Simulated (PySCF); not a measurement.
Where the electron goes

C8H10.
Structure used (GFN2-xTB), in Å, numbered top down from 1:
```xyz
18
C8H10 angstrom
C      3.4948    0.9678   -0.2747
C      2.1246    0.5405   -0.0969
C      0.9895    0.1781    0.0567
C     -0.3595   -0.2194    0.2264
C     -1.4803    0.7054    0.7101
C     -2.4457    0.0322   -0.2861
C     -1.3223   -0.8856   -0.7453
C     -0.7891   -1.6476    0.4249
H      4.0968    0.6755    0.5859
H      3.5354    2.0518   -0.3820
H      3.9149    0.5100   -1.1703
H     -1.2906    1.7528    0.4861
H     -1.7331    0.6036    1.7654
H     -3.3044   -0.4750    0.1551
H     -2.7938    0.7091   -1.0631
H     -1.1585   -1.1995   -1.7633
H     -0.0435   -2.3995    0.2103
H     -1.4440   -1.8937    1.2492
```

Theory: PySCF, TDDFT PBE0/def2-SVPD, vertical, gas phase, core orbitals frozen in the response.

Kohn–Sham orbitals with the atoms that hold most of them (Löwdin shares over 4%, at most four atoms; ? is withheld):

```
orbital  ε (eV)                           atoms
 LUMO+2    1.17  C1 15%, C6 12%, H14 9%, H11 7%
 LUMO+1    1.01  C2 17%, C7 14%, C3 12%, H16 9%
   LUMO    0.77   C1 22%, C2 16%, C3 10%, H9 6%
   HOMO   -6.50                               ?
 HOMO-1   -7.06                               ?
 HOMO-2   -8.42  C7 19%, C8 19%, C6 12%, C3 11%
 HOMO-3   -8.82   C4 18%, C3 16%, C5 13%, C2 9%
```

Give the leading atoms of the HOMO.

C2 (bonded to 2 C) 28%; C3 (bonded to 2 C) 22%; C4 (bonded to 4 C) 13%; C7 (bonded to 3 C and H) 12%.

Which atoms hold the HOMO-1, and with what shares?

C2 (bonded to 2 C) 32%; C3 (bonded to 2 C) 30%; C8 (bonded to 2 C and 2 H) 7%; C1 (bonded to C and 3 H) 6%.

How does S1 compare with the orbital gap of 7.26 eV?

S1 is at 5.99 eV (f = 0.0096), 1.28 eV below the gap, made of HOMO→LUMO+1 (58%), HOMO→LUMO+3 (21%). Its leading pair isn't HOMO and LUMO; the energies of that pair differ by 7.50 eV. 

One configuration dominates each of S2 and S5. Which, and how do the shares of the two leading atoms of either orbital change from the occupied to the empty one?

- S2 (6.18 eV, f 0.014), HOMO→LUMO (96%): C2 28% → 16%, C3 22% → 10%, C1 at most 12% → 22%
- S5 (6.71 eV, f 0.018), HOMO-1→LUMO (77%): C2 32% → 16%, C3 30% → 10%, C1 6% → 22%

Löwdin shares depend on the basis, the more so with diffuse functions.
